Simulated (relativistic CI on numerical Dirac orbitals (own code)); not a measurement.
d6 in a ligand field

Computed with a parametric ligand-field model of a d^n configuration (Racah B and C, spin-orbit zeta, crystal field), exact diagonalisation.

Field parameters in Wybourne normalisation: Oh B⁴₀ = 21Dq, B⁴₄ = √(5/14) B⁴₀; Td as Oh with Dq negative (B⁴₀ = 21Dq, B⁴₄ = √(5/14) B⁴₀). The field is a parameter set, without covalency.

(1) Lowest levels for B = 600, C = 2950, ζ = 160 cm⁻¹, Oh, 10Dq = 34150 cm⁻¹?

(2) Lowest levels for B = 740, C = 3000, ζ = 420 cm⁻¹, Oh, 10Dq = 28100 cm⁻¹?

(3) Lowest levels for B = 910, C = 4660, ζ = 190 cm⁻¹, Oh, 10Dq = 29000 cm⁻¹?

(4) Lowest levels for B = 1000, C = 4500, ζ = 150 cm⁻¹, Oh, 10Dq = 26550 cm⁻¹?

(5) Lowest levels for B = 310, C = 1260, ζ = 3700 cm⁻¹, Td, 10Dq = -9250 cm⁻¹?

Results:

(1) A1 0 (S 0.00), E 25740 (S 1.00), T2 25741 (S 1.00), T1 25843 (S 1.00), A1 25898 (S 1.00), T1 30010 (S 1.00), E 30020 (S 1.00), T2 30125 (S 1.00), A2 30178 (S 1.00) cm⁻¹, with S from ⟨S²⟩ = S(S + 1). The ground level has 0.02 electrons in the cubic e pair.

(2) A1 0 (S 0.00), E 19480 (S 1.00), T2 19490 (S 1.00), T1 19767 (S 1.00), A1 19934 (S 1.00), T1 24414 (S 0.98), E 24502 (S 1.01), T2 24795 (S 1.00), A2 24952 (S 1.00) cm⁻¹, with S from ⟨S²⟩ = S(S + 1). The ground level has 0.03 electrons in the cubic e pair.

(3) A1 0 (S 0.00), T2 16055 (S 1.01), E 16057 (S 1.00), T1 16175 (S 1.01), A1 16240 (S 1.02), T2 18633 (S 2.00), T1 18727 (S 2.00), E 18733 (S 2.00), T2 18889 (S 2.00) cm⁻¹, with S from ⟨S²⟩ = S(S + 1). The ground level has 0.05 electrons in the cubic e pair.

(4) A1 0 (S 0.00), T2 14018 (S 1.04), E 14024 (S 1.04), T1 14097 (S 1.09), A1 14135 (S 1.12), T2 14697 (S 2.00), T1 14775 (S 2.00), E 14790 (S 1.98), T2 14913 (S 1.97) cm⁻¹, with S from ⟨S²⟩ = S(S + 1). The ground level has 0.06 electrons in the cubic e pair.

(5) E 0 (S 1.28), T2 146 (S 1.11), A1 1074 (S 1.39), T1 1918 (S 1.48), T2 5108 (S 0.95), E 5149 (S 0.92), A2 7573 (S 1.87), T2 8523 (S 1.70), A1 9352 (S 1.36) cm⁻¹, with S from ⟨S²⟩ = S(S + 1). The ground level has 3.47 electrons in the cubic e pair; its S is far from a half-integer, so spin-orbit coupling mixes spin states.
